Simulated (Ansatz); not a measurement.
Start from `C=C([SiH3])CC(N)=[Se]` and change one atom or group to get `C=C([SiH3])C[SiH3]`.

Ansatz, PBE0-D4/def2-TZVP geometries, multiplicity 1. Each molecule was computed in one conformer, which needn't be the lowest.

Scalar relativity is left out up to krypton. Spin–orbit coupling is left out; it splits and shifts lone-pair levels of the heavy atoms by tenths of an eV.

```
                                          property  `C=C([SiH3])CC(N)=[Se]`
              HOMO–LUMO gap (PBE0/def2-TZVPP) / eV                     4.51
size of the dipole moment (ωB97M-V/def2-TZVPP) / D                     4.84
                HOMO energy (PBE0/def2-TZVPP) / eV                    -5.77
                 HOMO energy (PBE/def2-TZVPP) / eV                    -4.68
               HOMO–LUMO gap (PBE/def2-TZVPP) / eV                     2.53
                 LUMO energy (PBE/def2-TZVPP) / eV                    -2.14
```

Problem. Give the same properties after the change, and the shifts. (An estimate is asked.)

Solution. Ansatz gave: 
```csv
property,`C=C([SiH3])C[SiH3]`,shift
HOMO–LUMO gap (PBE0/def2-TZVPP) / eV,6.91,2.40
size of the dipole moment (ωB97M-V/def2-TZVPP) / D,0.79,-4.05
HOMO energy (PBE0/def2-TZVPP) / eV,-7.37,-1.60
HOMO energy (PBE/def2-TZVPP) / eV,-6.30,-1.62
HOMO–LUMO gap (PBE/def2-TZVPP) / eV,4.87,2.34
LUMO energy (PBE/def2-TZVPP) / eV,-1.43,0.71
```

With PBE0 the HOMO falls by 1.60 eV and the LUMO rises by 0.81 eV, so the gap widens by about 2.41 eV. PBE moves the HOMO by -1.62 eV and ωB97M-V by -1.63 eV. The zero-point energy changes by -27.3 kJ/mol with -3 modes. Dipoles are sizes alone; their direction can turn.

Positive LUMOs are unbound, so they and the gaps depend on the basis.
